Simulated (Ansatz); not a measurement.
Gas-phase electronic energies from Ansatz, PBE0-D4/def2-TZVP geometries. CBS: MP2 limit from def2 TZ/QZ plus the TZ coupled-cluster correction, frozen cores. This one scheme is used for every species. Functionals use def2-TZVPP. For Ge outer-core shells are correlated without core-valence functions, which leaves a few kJ/mol of doubt a bond. Scalar relativity is left out up to krypton. Each species was taken in one conformer, which may not be the lowest.

`C[N](C)[Ge][F]` + H₂O → `[OH][Ge][F]` + `CNC`  (formal hydrolysis of a Ge–N bond)

```
          level  ΔE (kJ/mol)
    LDA (SPW92)         -5.0
         PBE-D4        -11.2
        ωB97M-V        -19.6
         revPBE        -22.7
           PBE0        -17.7
        r2SCANh        -14.9
CCSD/def2-TZVPP        -13.4
 CCSD/CBS(def2)        -11.1
```

What does CCSD(T)/CBS give? (An estimate is asked.)

Ansatz gave: -6.8 kJ/mol. The listed levels differ from it by 1.8, -4.4, -12.8, -15.9, -10.9, -8.1, -6.6, -4.3 kJ/mol.

Largest T1 diagnostic among the species: 0.015.

The D4 term adds +10.6 kJ/mol with B3LYP and +5.8 kJ/mol with PBE0; it sums over pairs of atoms, weighted by their polarisabilities, and B3LYP, whose exchange is more repulsive, gets the larger term. Leaving LDA and LC-ωPBE aside and taking each functional with its dispersion term where it has one, the values, not all of them listed here, spread over 11.7 kJ/mol, from ωB97X-V to revPBE-D4. LDA lies +12.7 kJ/mol from PBE without D4. In def2-TZVPP, CCSD(T) changes the Hartree–Fock value by +25.8 kJ/mol (the triples alone add +4.3 kJ/mol) and MP2 by +29.6 kJ/mol.

B3LYP here is the variant with VWN-RPA as its local correlation; programs differ in this.
